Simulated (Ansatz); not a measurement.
A CCSD(T) single point on `O[CH2][In]([F])[F]`.

```yaml
crystal:
  periodic: [false, false, false]
  atoms:
    - {symbol: O, position_ang: [0.044068, -0.934284, 1.343005]}
    - {symbol: C, position_ang: [0.817466, -0.040162, 0.614712]}
    - {symbol: In, position_ang: [-0.491890, 0.807981, -0.894151]}
    - {symbol: F, position_ang: [-1.651841, -0.785940, -1.101815]}
    - {symbol: F, position_ang: [-1.105802, 2.217986, -2.057901]}
    - {symbol: H, position_ang: [-0.462672, -1.489829, 0.736915]}
    - {symbol: H, position_ang: [1.650962, -0.506100, 0.077968]}
    - {symbol: H, position_ang: [1.199699, 0.730348, 1.281276]}
basis:
  gaussian: {orbitals: def2-TZVPP}
correlation: {method: ccsd_t}
output: {orbitals: {seedname: orbitals}}
```

```sh
$ ansatz run in.yaml --threads 2 --pin off --events-out ev --progress --plain --max-ram 32768MiB --backend cuda --devices 0, --max-vram 18GiB
```

Output of Ansatz, abridged:

```
Functional definition: HF
1528 factors; integrals over basis functions are off by at most 8.6e-4 eV
mean field evaluation 1: about -13674.8890 eV, gradient 5.4e1 eV
mean field evaluation 2: about -13674.9971 eV, gradient 5.4e1 eV
mean field evaluation 4: about -13680.0719 eV, gradient 3.0e0 eV
mean field evaluation 8: about -13680.1312 eV, gradient 3.7e-1 eV
mean field evaluation 16: about -13680.1318 eV, gradient 1.1e-6 eV
mean field -13680.13183091 eV, -502.7355720597 hartree, gradient 1.1e-6 eV, S^2 0.000000; 0 other end points of the search recorded, 0 dependent functions left out
8 core orbitals not correlated: weight in the atoms' cores, before any rotation towards them, 1.000 or more for the frozen orbitals, at most 0.000 for the correlated occupied ones
reference -13680.13183091 eV, -502.7355720597 hartree; 20, 20 occupied and 188, 188 virtual orbitals, 1528 factors
second order -32.74377778 eV of doubles, -0.00000000 eV of singles
cycle   1  -31.87909577 eV  change    8.6e-1 eV  update   1.4e-1
cycle   2  -32.59944093 eV  change   -7.2e-1 eV  update   4.8e-2
cycle   3  -32.78967451 eV  change   -1.9e-1 eV  update   2.6e-2
cycle   4  -32.78128432 eV  change    8.4e-3 eV  update   8.3e-3
cycle   5  -32.76990890 eV  change    1.1e-2 eV  update   3.4e-3
cycle   6  -32.77127966 eV  change   -1.4e-3 eV  update   1.4e-3
cycle   7  -32.77160618 eV  change   -3.3e-4 eV  update   4.8e-4
cycle   8  -32.77120108 eV  change    4.1e-4 eV  update   2.3e-4
cycle   9  -32.77121688 eV  change   -1.6e-5 eV  update   1.0e-4
cycle  10  -32.77136165 eV  change   -1.4e-4 eV  update   3.9e-5
cycle  11  -32.77129008 eV  change    7.2e-5 eV  update   1.7e-5
cycle  12  -32.77129381 eV  change   -3.7e-6 eV  update   6.3e-6
perturbative correction -1.10175476 eV, -0.0404887407 hartree
Total energy: -13714.00487949 eV, -503.9803836349 hartree
```

It took 11 s on 2 threads of an AMD EPYC 7R13 on a shared host and a share of an NVIDIA H100 80 GB, with 0.81 GiB of host memory at the peak.

The correlation energy is -33.873 eV, 3.3 % of it from (T); the T1 diagnostic reads 0.0160.
